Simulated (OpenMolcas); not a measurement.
**Ni3+: moving the ligands**

Ni3+ with 4 ligands (bromide) in tetrahedral coordination (Td) at 2.38 Å. A charge of +0.25 e stands 2.8 Å behind each ligand. Ligand basis ANO-RCC-VDZP.
```
Ni    0.0000    0.0000    0.0000
Br    1.3741    1.3741    1.3741
Br    1.3741   -1.3741   -1.3741
Br   -1.3741    1.3741   -1.3741
Br   -1.3741   -1.3741    1.3741
```

```
Program             : OpenMolcas 26.06
Method              : CASSCF
Basis               : ANO-RCC-VDZP [5s4p2d1f]
Scalar Hamiltonian  : DKH2, point nucleus
Active space        : 7 electrons in 5 orbitals (3d)
State averaging     : 2S+1 = 4 even, 10 roots; 2S+1 = 2 even, 40 roots
Spin-orbit coupling : RASSI with atomic mean-field integrals over the reference wave functions
```

Runs around this geometry, states (labels of Td). Energies in cm-1 above the lowest state or level, χT in cm3 K/mol.

| R (Å) | Ground state | First state of that spin | First gap with spin-orbit (degeneracies) | χT at 300 K | First state of another spin |
| --- | --- | --- | --- | --- | --- |
| 2.34 | 4A2 | 4T2 3499 | 3419 (4, 4) | 2.729 | 2S+1 = 2: 18316 |
| 2.38 | 4A2 | 4T2 3232 | 3149 (4, 4) | 2.804 | 2S+1 = 2: 18493 |
| 2.5 | 4A2 | 4T2 2523 | 2442 (4, 4) | 3.053 | 2A1 18199 |

Taking the first state of the same spin as R^-n, n = -ln(2523 / 3499) / ln(2.5 / 2.34) = 4.9 between the shortest and longest distance.

Without dynamic correlation the repulsion within the d shell is too large (B by tens of per cent), so at a given field states of lower spin stand too high. Ligand-to-metal charge-transfer states are missing. This ion would oxidise such ligands; the complex is a model and need not exist. With no ligand orbital active B as a rule stays too high, so bands that hang on it stand too high and its fall with covalency is understated. With metal d orbitals alone and no dynamic correlation the field as a rule comes out too small, by tens of per cent, by up to half for chloride and softer ligands, and the orbital part of g and χT, which goes as 1/10Dq, too large. The least metal-like active orbital is 82 % on the metal (Löwdin) and no ligand orbital is active, so the numbers are rough (holds for R = 2.34). The least metal-like active orbital is 83 % on the metal (Löwdin) and no ligand orbital is active, so the numbers are rough (holds for R = 2.38). The least metal-like active orbital is 85 % on the metal (Löwdin) and no ligand orbital is active, so the numbers are rough (holds for R = 2.5). No measured value stands beside these numbers; the geometry is a model, was not optimised and need not be the one that this ion takes.

A state without a sure symmetry label is named by its multiplicity alone.
